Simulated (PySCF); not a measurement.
MoO$_{4}$, charge -2, singlet, at a GFN2-xTB geometry (such geometries of metal compounds can be far from the true shape) (core potentials on Mo) (in this run its highest filled SCF level lies above zero, so its values depend strongly on the basis, on diffuse functions most of all). Base run: PySCF with B3LYP/def2-SVP.

Input for PySCF:
```python
from pyscf import gto, scf, dft

mol = gto.M(
    atom='''
Mo    0.00000000   -0.00000000    0.00000000
O     1.39196717   -0.30250817   -0.96057373
O     0.47788879    0.29669542    1.62338530
O    -0.83104508    1.37333660   -0.61245111
O    -1.03881088   -1.36752385   -0.05036046
''',
    basis='def2-svp',
    ecp={'Mo': 'def2-svp'},
    charge=-2,
    verbose=4,
)

mf = dft.RKS(mol)
mf.xc = 'b3lyp'
mf.kernel()
```

The base run was repeated with changes; each row names its change, and settings that it needs were set with it.

```json
[
 {"change": "base", "ΔE vs base (mEh)": "0.000", "SCF cycles": "10", "outcome": "converged"},
 {"change": "diis = off; damp = 0.3 (with mf.diis_start_cycle = 200; with mf.max_cycle = 150)", "ΔE vs base (mEh)": "-", "SCF cycles": "150", "outcome": "not converged"},
 {"change": "conv_tol = 1e-7", "ΔE vs base (mEh)": "0.000", "SCF cycles": "8", "outcome": "converged"},
 {"change": "diis = off (with mf.max_cycle = 100)", "ΔE vs base (mEh)": "-", "SCF cycles": "100", "outcome": "not converged"},
 {"change": "conv_tol = 1e-11", "ΔE vs base (mEh)": "0.000", "SCF cycles": "10", "outcome": "converged"},
 {"change": "init_guess = sap", "ΔE vs base (mEh)": "0.000", "SCF cycles": "12", "outcome": "converged"},
 {"change": "diis_space = 20", "ΔE vs base (mEh)": "0.000", "SCF cycles": "10", "outcome": "converged"},
 {"change": "conv_tol_grad = 1e-7", "ΔE vs base (mEh)": "0.000", "SCF cycles": "12", "outcome": "converged"},
 {"change": "init_guess = vsap", "ΔE vs base (mEh)": "-", "SCF cycles": "-", "outcome": "input refused"},
 {"change": "init_guess = mod_huckel", "ΔE vs base (mEh)": "0.000", "SCF cycles": "13", "outcome": "converged"},
 {"change": "conv_tol = 1e-12", "ΔE vs base (mEh)": "0.000", "SCF cycles": "13", "outcome": "converged"},
 {"change": "level_shift = 1.0 (with mf.max_cycle = 100)", "ΔE vs base (mEh)": "0.000", "SCF cycles": "37", "outcome": "converged"},
 {"change": "level_shift = 0.1 (with mf.max_cycle = 100)", "ΔE vs base (mEh)": "0.000", "SCF cycles": "11", "outcome": "converged"}
]
```

- init_guess = vsap: ended with `AssertionError: ECP or PP not supported`
